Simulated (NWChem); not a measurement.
Species: SnBr cation, singlet; SMILES [Br][Sn+]

Program: NWChem. Medium grid unless said otherwise, to which SCAN and Minnesota functionals are sensitive. Low-valent species are run as closed-shell singlets; no triplet was tried in these runs. Geometry: optimised at PBE0/def2-SVP. def2 effective core potentials on Sn; no spin-orbit coupling. Total energies of different functionals are on different scales.

| level | energy (Ha) | highest occupied level (eV) | orbital gap (eV) |
|---|---|---|---|
| B3LYP/def2-SVP | -2788.0203 | -14.13 | 4.94 |
| PBE/def2-SVP | -2787.5350 | -13.27 | 3.61 |
| HCTH/407/def2-SVP | -2789.9211 | -13.32 | 3.61 |
| PW91/def2-SVP | -2788.1502 | -13.32 | 3.58 |
| BLYP/def2-SVP | -2787.9074 | -13.07 | 3.50 |
| M06/def2-SVP | -2787.9102 | -14.35 | 5.23 |
| MN15/def2-SVP | -2787.7568 | … | … |

Task: Fill in the missing entries.

Result: 
- MN15/def2-SVP, highest occupied level (eV): -15.00
- MN15/def2-SVP, orbital gap (eV): 6.46
